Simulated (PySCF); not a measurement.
Precursor series Cd Cl-F. All species are isolated molecules in the gas phase.

The HOMO–LUMO gap from two functionals at the same geometries (TPSS-D3(BJ)/def2-SVP), both in PySCF: PBE-D3(BJ)/def2-TZVP and TPSSh-D3(BJ)/def2-TZVP. 

```csv
species,PBE-D3(BJ)/def2-TZVP (eV)
0 of 2 Cl replaced by F ([Cd(Cl)2]),4.29
1 of 2 Cl replaced by F ([Cd(Cl)(F)]),4.36
2 of 2 Cl replaced by F,4.75
```

Q: What does TPSSh-D3(BJ)/def2-TZVP give for each?

A: 
- 0 of 2 Cl replaced by F ([Cd(Cl)2]): 5.43
- 1 of 2 Cl replaced by F ([Cd(Cl)(F)]): 5.54
- 2 of 2 Cl replaced by F: 6.16
Over these rows, drawn at random from the members with no instability flagged (it was tested for open shells, ions and some series alone), PBE minus TPSSh-D3(BJ): mean -1.24 eV, from -1.41 eV to -1.14 eV.
